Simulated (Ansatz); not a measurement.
`C=C[SiH2]O` + H₂ → `C=C[SiH3]` + H₂O at 500 K and 1 bar (hydrogenolysis of the Si–O bond).

Computed with Ansatz on PBE0-D4/def2-TZVP structures; ΔE is electronic, products minus reactants. CCSD(T)/CBS is the MP2 limit (def2-TZVPP, def2-QZVPP) plus CCSD(T) − MP2 in def2-TZVPP, frozen cores. This one scheme is used for every species. One conformer a species, not always the lowest.

```csv
species,CCSD(T)/CBS energy (Eh),H − E (kJ/mol),S (J/(mol·K))
`C=C[SiH2]O`,-443.99110,234.4,374.3
H₂,-1.17544,41.0,145.5
`C=C[SiH3]`,-368.76077,209.7,334.4
H₂O,-76.37941,73.2,206.3
```

H − E and S are ideal-gas, rigid-rotor, harmonic terms from PBE0-D4/def2-TZVP, for one conformer and one mirror image of each species. The MP2-based limit puts H₂ 0.8 mEh under its directly extrapolated value; such offsets cancel only in part. 1 Eh = 2625.50 kJ/mol, R = 8.31446 J/(mol·K).

**Question.** By hand: ΔE, ΔH, ΔS and ΔG.

**Answer.** ΔE = (-368.76077) + (-76.37941) − (-443.99110) − (-1.17544) = 0.02636 Eh = 69.2 kJ/mol. Δ(H − E) = 209.7 + 73.2 − 234.4 − 41.0 = 7.5, so ΔH = 76.7 kJ/mol. ΔS = 334.4 + 206.3 − 374.3 − 145.5 = 20.9 J/(mol·K). ΔG = 76.7 − 500 × (20.9)/1000 = 66.2 kJ/mol.

**Question.** By hand: the equilibrium constant, and the temperature at which ΔG would vanish if ΔH and ΔS stayed fixed.

**Answer.** log₁₀ K = −ΔG/(RT ln 10) = -6.9. ΔG = 0 at ΔH/ΔS = 3670 K, far beyond where these terms or the molecules hold.

ΔH outweighs TΔS. A doubt of 5 kJ/mol in ΔE shifts log₁₀ K by 0.5 here. Other conformers and mirror images would add mixing entropy, several J/(mol·K) or more a flexible species. These are equilibria of isolated gas molecules and say nothing of rates. Largest T1 diagnostic: 0.011 (customary marks: 0.02 for closed shells, 0.045 for open ones).
